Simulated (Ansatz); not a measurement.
`[InH2][CH]1BO1` + `CCNC` → `CC[N](C)[InH2]` + `B1CO1` at 700 K and 1 bar (ligand exchange at the In–C bond).

Gas-phase electronic energies from Ansatz, PBE0-D4/def2-TZVP geometries. CBS: MP2 limit from def2 TZ/QZ plus the TZ coupled-cluster correction, frozen cores. def2 core potentials past Kr. For In outer-core shells are correlated without core-valence functions, which leaves a few kJ/mol of doubt a bond. One conformer a species, not always the lowest.

| species | CCSD(T)/CBS energy (Eh) | H − E (kJ/mol) | S (J/(mol·K)) |
| --- | --- | --- | --- |
| `[InH2][CH]1BO1` | -330.18240 | 179.0 | 426.3 |
| `CCNC` | -174.26710 | 388.2 | 410.7 |
| `CC[N](C)[InH2]` | -364.66442 | 415.7 | 517.8 |
| `B1CO1` | -139.80191 | 150.0 | 304.8 |

H − E and S are ideal-gas, rigid-rotor, harmonic terms from PBE0-D4/def2-TZVP, for one conformer and one mirror image of each species. 1 Eh = 2625.50 kJ/mol, R = 8.31446 J/(mol·K).

Q: By hand: ΔE, ΔH, ΔS and ΔG.

A: ΔE = (-364.66442) + (-139.80191) − (-330.18240) − (-174.26710) = -0.01683 Eh = -44.2 kJ/mol. Δ(H − E) = 415.7 + 150.0 − 179.0 − 388.2 = -1.5, so ΔH = -45.7 kJ/mol. ΔS = 517.8 + 304.8 − 426.3 − 410.7 = -14.4 J/(mol·K). ΔG = -45.7 − 700 × (-14.4)/1000 = -35.6 kJ/mol.

Q: By hand: the equilibrium constant, and the temperature at which ΔG would vanish if ΔH and ΔS stayed fixed.

A: log₁₀ K = −ΔG/(RT ln 10) = 2.7. ΔG = 0 at ΔH/ΔS = 3174 K, far beyond where these terms or the molecules hold.

The number of gas molecules stays the same, so ΔS is small and ΔH decides. A doubt of 5 kJ/mol in ΔE shifts log₁₀ K by 0.4 here. Other conformers and mirror images would add mixing entropy, several J/(mol·K) or more a flexible species. These are equilibria of isolated gas molecules and say nothing of rates. Largest T1 diagnostic: 0.016 (customary marks: 0.02 for closed shells, 0.045 for open ones).
